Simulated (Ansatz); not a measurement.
Ideal-gas functions of `B1C=NCO1` at 298.15 K and 1 bar, from an Ansatz frequency run at PBE0-D4/def2-TZVP.

Molar mass 68.87 g/mol, point group Cs (symmetry number 1), electronic degeneracy 1, moments of inertia 52.935, 61.511, 111.259 u Å². Harmonic wavenumbers (cm⁻¹, unscaled): 365, 457, 764, 804, 818, 881, 949, 968, 1033, 1075, 1126, 1221, 1253, 1335, 1392, 1465, 1632, 2689, 3065, 3107, 3168.

Use S(trans) = R[1.5 ln M + 2.5 ln T − 1.1517]; rotational temperatures θ = 24.2544 K / I; S(rot) = R[ln(√π/σ · √(T³/θAθBθC)) + 1.5]; for each mode x = 1.438777 ν̃/T, S = R[x/(eˣ − 1) − ln(1 − e⁻ˣ)] and H = RT x/(eˣ − 1); 1 cm⁻¹ = 0.0119627 kJ/mol; R = 8.31446 J/(mol·K).

By hand: the entropy, in J/(mol·K).

Translation 161.6. Rotation: θ = 0.4582, 0.3943, 0.218 K, giving 101.7. Vibration, mode by mode: 4.61, 3.24, 1.00, 0.85, 0.81, 0.63, 0.48, 0.45, 0.34, 0.29, 0.23, 0.16, 0.14, 0.10, 0.08, 0.06, 0.03, 0.00, 0.00, 0.00, 0.00, in all 13.5. Electronic 0.0. Sum 276.8 J/(mol·K).

By hand: H − E and G − E in kJ/mol, counted from the electronic energy.

Zero-point energy ½ × 29567 × 0.0119627 = 176.9; thermal vibration 3.0; translation, rotation and pV give 4 RT = 9.9. H − E = 189.8 kJ/mol, and G − E = 189.8 − 298.15 × 276.8/1000 = 107.3 kJ/mol.

Vibration gives 5 % of the entropy.
